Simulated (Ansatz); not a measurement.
One change: `CO[CH2][AlH][CH3]` becomes `CO[CH2][ZnH]`.

Ansatz, PBE0-D4/def2-TZVP geometries, multiplicity 1. Each molecule was computed in one conformer, which needn't be the lowest.

Scalar relativity is left out up to krypton.

| property | `CO[CH2][AlH][CH3]` |
| --- | --- |
| HOMO–LUMO gap (ωB97M-V/def2-TZVPP) / eV | 9.40 |
| ideal-gas entropy at 298 K and 1 bar (rigid rotor, harmonic PBE0-D4/def2-TZVP) / J/(mol·K) | 374 |
| size of the dipole moment (B3LYP/def2-TZVPP) / D | 0.87 |
| LUMO energy (ωB97M-V/def2-TZVPP) / eV | 0.58 |
| HOMO–LUMO gap (PBE/def2-TZVPP) / eV | 3.40 |
| HOMO–LUMO gap (B3LYP/def2-TZVPP) / eV | 5.13 |

Question: What does the change do to each property? (An estimate is asked.)

Answer: Computed: 
```json
{"property": "HOMO–LUMO gap (ωB97M-V/def2-TZVPP) / eV", "`CO[CH2][ZnH]`": "10.36", "shift": "0.96"}
{"property": "ideal-gas entropy at 298 K and 1 bar (rigid rotor, harmonic PBE0-D4/def2-TZVP) / J/(mol·K)", "`CO[CH2][ZnH]`": "326", "shift": "-48"}
{"property": "size of the dipole moment (B3LYP/def2-TZVPP) / D", "`CO[CH2][ZnH]`": "1.37", "shift": "0.50"}
{"property": "LUMO energy (ωB97M-V/def2-TZVPP) / eV", "`CO[CH2][ZnH]`": "0.89", "shift": "0.31"}
{"property": "HOMO–LUMO gap (PBE/def2-TZVPP) / eV", "`CO[CH2][ZnH]`": "4.52", "shift": "1.12"}
{"property": "HOMO–LUMO gap (B3LYP/def2-TZVPP) / eV", "`CO[CH2][ZnH]`": "6.33", "shift": "1.20"}
```

With PBE0 the HOMO falls by 0.72 eV and the LUMO rises by 0.52 eV, so the gap widens by about 1.24 eV. PBE moves the HOMO by -0.59 eV and ωB97M-V by -0.65 eV. The zero-point energy changes by -94.6 kJ/mol with -12 modes. Dipoles are sizes alone; their direction can turn.

B3LYP here is the variant with VWN-RPA as its local correlation; programs differ in this.
